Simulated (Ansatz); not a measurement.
Isolated molecules relaxed with PBE0-D4/def2-TZVP in Ansatz; ΔE leaves out vibrations. CCSD(T)/CBS is the MP2 limit (def2-TZVPP, def2-QZVPP) plus CCSD(T) − MP2 in def2-TZVPP, frozen cores. DFT in def2-TZVPP. Each species was taken in one conformer, which may not be the lowest.

Reaction (cleavage of the Si–Si bond): `C=C(N)[SiH2][SiH3]` + `[OH][AlH][SiH3]` → `[SiH3][O][AlH][SiH3]` + `C=C(N)[SiH3]`

(1) Is it downhill or uphill in electronic energy at CCSD(T)/CBS, and by how much? (Best estimate.)

(2) What do these levels give: B2PLYP, r2SCAN, PBE0, HF/def2-TZVPP, CCSD/def2-TZVPP, CCSD(T)/def2-TZVPP? (Best estimate.)

Largest T1 diagnostic among the species: 0.014.

Results:

(1) Computed: Downhill: ΔE = -105.0 kJ/mol.

(2) The calculation gave: B2PLYP -112.2, r2SCAN -99.5, PBE0 -90.1, HF/def2-TZVPP -139.9, CCSD/def2-TZVPP -110.7, CCSD(T)/def2-TZVPP -105.8 kJ/mol.

The D4 term adds +3.6 kJ/mol with B3LYP and +2.0 kJ/mol with PBE0; it sums over pairs of atoms, weighted by their polarisabilities, and B3LYP, whose exchange is more repulsive, gets the larger term. In def2-TZVPP, CCSD(T) changes the Hartree–Fock value by +34.1 kJ/mol (the triples alone add +4.9 kJ/mol) and MP2 by +28.0 kJ/mol. From PBE to PBE0 (25 % exact exchange), in def2-TZVPP and without D4, ΔE moves by −9.4 kJ/mol.

B3LYP here is the variant with VWN-RPA as its local correlation; programs differ in this.
